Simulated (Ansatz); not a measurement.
Two members of one family (Cyclo-(X2GeNH)n), computed with Ansatz in the gas phase. The two geometries come from different levels. Binding counts from free atoms in the multiplicity of their measured ground term, without zero-point energy. The structures are stationary points that may keep the symmetry of their start.

First: cyclo-(H2GeNH)2 (singlet, charge 0, B3LYP-D4/def2-SVP geometry).

```xyz
10

Ge   -0.761   -1.111   -0.226
H    -0.216   -2.554   -0.370
H    -2.303   -1.125   -0.381
N     0.114    0.177   -1.248
Ge    0.759    1.112    0.228
H     2.302    1.124    0.381
H     0.216    2.556    0.371
N    -0.117   -0.176    1.250
H    -0.255    0.602   -2.094
H     0.260   -0.605    2.090
```

```
              level  HOMO (eV)  LUMO (eV)  gap (eV)  binding per atom (eV)
    PBE-D4/def2-SVP      -5.33      -1.04      4.29                   3.13
r2SCAN-D4/def2-TZVP      -5.76      -0.98      4.79                   3.09
     B3LYP-D4/6-31G      -6.29      -0.60      5.69                   2.97
 B3LYP-D4/def2-TZVP      -6.58      -0.69      5.89                   3.10
   PBE0-D4/def2-SVP      -6.69      -0.20      6.49                   3.07
```

Second: cyclo-(F2GeNH)3 (singlet, charge 0, PBE-D4/def2-SVP geometry).

```xyz
15

Ge    1.354    0.665   -1.141
F     2.234    2.167   -1.080
F     2.048   -0.089   -2.550
N     1.655   -0.332    0.342
Ge    0.464   -1.032    1.516
F     0.802   -0.504    3.142
F     0.665   -2.755    1.661
N    -1.234   -0.615    1.032
Ge   -1.818    0.366   -0.375
F    -2.819    1.691    0.149
F    -2.934   -0.550   -1.349
N    -0.420    0.969   -1.361
H     2.640   -0.542    0.538
H    -1.968   -1.004    1.633
H    -0.669    1.564   -2.158
```

Question: What does the change do? Estimate second minus first.

Answer: 
```tsv
level	Δ HOMO (eV)	Δ LUMO (eV)	Δ gap (eV)	Δ binding per atom (eV)
PBE-D4/def2-SVP	-2.16	-1.54	0.62	0.99
r2SCAN-D4/def2-TZVP	-2.35	-1.58	0.77	0.89
B3LYP-D4/6-31G	-2.88	-2.05	0.83	0.79
B3LYP-D4/def2-TZVP	-2.46	-1.54	0.92	0.84
PBE0-D4/def2-SVP	-2.51	-1.43	1.09	0.87
```
